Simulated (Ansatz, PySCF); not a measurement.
Cl4HSi2, SMILES Cl[SiH]([Si](Cl)Cl)Cl (connectivity only; charge and spin as stated), charge +1, multiplicity 1. Atoms are numbered in the order given.

```xyz
7

Cl     1.9420    -2.0237    -0.5529
Si     1.0070    -0.2819    -0.2401
Cl     2.1388     1.1709     0.5396
Si    -1.3655    -0.0051    -0.4619
Cl    -1.8779    -0.7521     1.3670
Cl    -1.6158     1.9947    -0.6644
H     -1.8364    -0.8127    -1.6000
```
Charge +1, spin multiplicity 1.

Geometry: B3LYP-D3(BJ)/def2-SVP. The multiplicity is an assumed one; no other spin state was optimised. The isomer is the one that the SMILES or the coordinates give; other isomers of the formula were not compared. One conformer was computed; it need not be the lowest.

Two levels are set side by side: PBE-D3(BJ)/def2-SVP (Ansatz, a program for electronic structure) and B3LYP-D3(BJ)/def2-SVP (Ansatz). Each level has its own optimised geometry; the coordinates shown are those of the second. Frequencies come from the Hessian of PySCF at each geometry. Differences are taken from unrounded values.

```
quantity                            B3LYP-D3(BJ)  PBE-D3(BJ)  PBE-D3(BJ) minus B3LYP-D3(BJ)
----------------------------------  ------------  ----------  -----------------------------
mean bond length (Å)                       1.990       1.998                          0.008
bond Cl1–Si2 (Å)                           2.002       2.011                          0.010
bond Si2–Cl3 (Å)                           2.000       2.010                          0.010
bond Si2–Si4 (Å)                           2.399       2.395                         -0.004
bond Si4–Cl5 (Å)                           2.041       2.053                          0.012
bond Si4–Cl6 (Å)                           2.026       2.029                          0.004
bond Si4–H7 (Å)                            1.473       1.488                          0.015
highest harmonic wavenumber (cm⁻¹)          2314        2242                            -72
mean harmonic wavenumber (cm⁻¹)              498         482                            -16
zero-point energy (kcal/mol)               10.68       10.33                          -0.35
```

Exact exchange shortens and stiffens bonds; PBE has none. Differences between two approximate levels are no errors against the true value.
